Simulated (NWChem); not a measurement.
C3H6OSi; SMILES [SiH3]C1=CCO1

```xyz
11

Si     0.0251    -1.8105     0.0000
C     -0.1177     0.0576     0.0000
C     -1.0629     1.0189     0.0000
C      0.0534     2.0312     0.0000
O      1.0043     0.9094     0.0000
H      0.7552    -2.2759    -1.2082
H      0.7552    -2.2759     1.2082
H     -1.3529    -2.3670     0.0000
H     -2.1419     1.0565     0.0000
H      0.1810     2.6436    -0.8987
H      0.1810     2.6436     0.8987
```
Atoms are numbered in this order, from 1.

Program: NWChem. Medium grid unless said otherwise, to which SCAN and Minnesota functionals are sensitive. Structure relaxed at the B3LYP/6-31G* (spherical d) level.

Task: Among these, which level gives the highest value of “orbital gap (eV)”?
A) TPSSh/def2-SVP
B) PW6B95/def2-SVP
C) PBE/def2-SVP
D) LDA (Slater exchange, VWN5)/def2-SVP

Result: B, PW6B95/def2-SVP. Values: LDA (Slater exchange, VWN5)/def2-SVP 4.27; PBE/def2-SVP 4.28; TPSSh/def2-SVP 5.30; PW6B95/def2-SVP 6.62
